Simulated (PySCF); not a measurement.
B(CCH)(Cl)(Me) (C3H4BCl), SMILES C#CB(C)Cl. Heavy atoms are numbered as in [B:1]([C:2]#[CH:3])([Cl:5])[CH3:6]. Hydrogens are named by the atom that carries them.

Geometry: PBE0-D3(BJ)/def2-SVP. The structure was generated by enumeration, and PubChem lists no compound with its InChIKey, so it may never have been made.

These are PBE/pcSseg-1 run with PySCF values and carry that method's errors.

GIAO shieldings, no solvent; atoms alike by connectivity are averaged. δ = σ(ref) − σ: ¹¹B against BF3 (σ = 83.9 ppm); ¹³C against TMS (σ = 182.0 ppm); ¹H against TMS (σ = 31.49 ppm); ³⁵Cl against HCl (σ = 936.5 ppm), references at their B3LYP-D3(BJ)/def2-TZVP geometries, non-relativistic (without spin–orbit terms, shifts of atoms bonded to Cl or Br come out too high).

**Question.** Estimate the chemical shifts. (The exact figures need the calculation; the answer reports its results.)

**Answer.** 
| nucleus | atoms | count | δ (ppm) |
|---|---|---|---|
| ¹¹B | B1 | 1 | 47.7 |
| ¹³C | C3 (CH) | 1 | 115.2 |
| ¹³C | C2 | 1 | 97.5 |
| ¹³C | C6 (CH3) | 1 | 20.3 |
| ¹H | H on C3 | 1 | 4.07 |
| ¹H | H on C6 | 3 | 1.48 |
| ³⁵Cl | Cl5 | 1 | 352.6 |
